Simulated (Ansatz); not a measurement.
Geometry optimisation, RHF/def2-SVP (Ansatz).

The input (input.yaml):

```yaml
crystal:
  periodic: [false, false, false]
  atoms:
    - { symbol: C, position_ang: [-2.3866, -0.7687, -1.7914] }
    - { symbol: C, position_ang: [-1.4549, -0.4124, -1.1833] }
    - { symbol: Ge, position_ang: [0.0612, 0.0856, -0.2203] }
    - { symbol: C, position_ang: [1.1207, -1.5046, 0.3494] }
    - { symbol: "N", position_ang: [1.2054, 1.1209, -1.2982] }
    - { symbol: Si, position_ang: [-0.5323, 1.3094, 1.6599] }
    - { symbol: H, position_ang: [-3.2723, -0.9976, -2.3443] }
    - { symbol: H, position_ang: [0.4235, -2.1168, 0.9867] }
    - { symbol: H, position_ang: [1.3513, -2.0809, -0.4997] }
    - { symbol: H, position_ang: [1.9526, -1.2228, 0.95] }
    - { symbol: H, position_ang: [1.5022, 0.5217, -2.0514] }
    - { symbol: H, position_ang: [2.0742, 1.349, -0.6977] }
    - { symbol: H, position_ang: [-1.3055, 2.5281, 1.2239] }
    - { symbol: H, position_ang: [0.6436, 1.6884, 2.4347] }
    - { symbol: H, position_ang: [-1.4049, 0.4498, 2.5112] }
basis:
  gaussian: { orbitals: def2-SVP }
hamiltonian:
  xc: hf
relax:
  f_tol: 0.015
  max_steps: 40
output:
  orbitals: {}
```

Launched with:

```bash
$ ansatz run input.yaml --threads 2 --pin off --max-ram 3072MiB --backend cpu --events-out ev --progress --plain --runs-dir out
```

Task: Where does it end, and by what steps?

Result: The forces met the threshold. The force dipped under the threshold on the way, but the program's further checks kept it going. After 10 steps the energy has fallen by 0.550 eV; H11 moved furthest, 0.26 Å.

```json
{"step": "0", "energy less start (eV)": "0.0000", "largest force component (eV/Å)": "3.356", "accepted": "yes"}
{"step": "1", "energy less start (eV)": "-0.4259", "largest force component (eV/Å)": "1.034", "accepted": "yes"}
{"step": "2", "energy less start (eV)": "-0.5154", "largest force component (eV/Å)": "0.506", "accepted": "yes"}
{"step": "3", "energy less start (eV)": "-0.5225", "largest force component (eV/Å)": "0.569", "accepted": "yes"}
{"step": "4", "energy less start (eV)": "-0.5473", "largest force component (eV/Å)": "0.112", "accepted": "yes"}
{"step": "5", "energy less start (eV)": "-0.5483", "largest force component (eV/Å)": "0.036", "accepted": "yes"}
{"step": "6", "energy less start (eV)": "-0.5488", "largest force component (eV/Å)": "0.028", "accepted": "yes"}
{"step": "7", "energy less start (eV)": "-0.5490", "largest force component (eV/Å)": "0.022", "accepted": "yes"}
{"step": "8", "energy less start (eV)": "-0.5493", "largest force component (eV/Å)": "0.022", "accepted": "yes"}
{"step": "9", "energy less start (eV)": "-0.5495", "largest force component (eV/Å)": "0.004", "accepted": "yes"}
{"step": "10", "energy less start (eV)": "-0.5495", "largest force component (eV/Å)": "0.014", "accepted": "yes"}
```

```xyz
15
Properties=species:S:1:pos:R:3
C -2.339 -0.756 -1.855
C -1.370 -0.444 -1.222
Ge 0.170 0.037 -0.161
C 1.039 -1.636 0.387
N 1.206 1.092 -1.246
Si -0.543 1.372 1.718
H -3.200 -1.030 -2.421
H 0.360 -2.246 0.985
H 1.334 -2.212 -0.492
H 1.933 -1.430 0.980
H 1.415 0.742 -2.163
H 2.026 1.507 -0.845
H -1.373 2.511 1.261
H 0.647 1.901 2.435
H -1.328 0.543 2.667
```

Whether the end is a true minimum wasn't checked by a vibrational analysis.

Run time: 38 s on 2 threads of Arm Neoverse V2, on a shared host, peak memory 0.47 GiB.
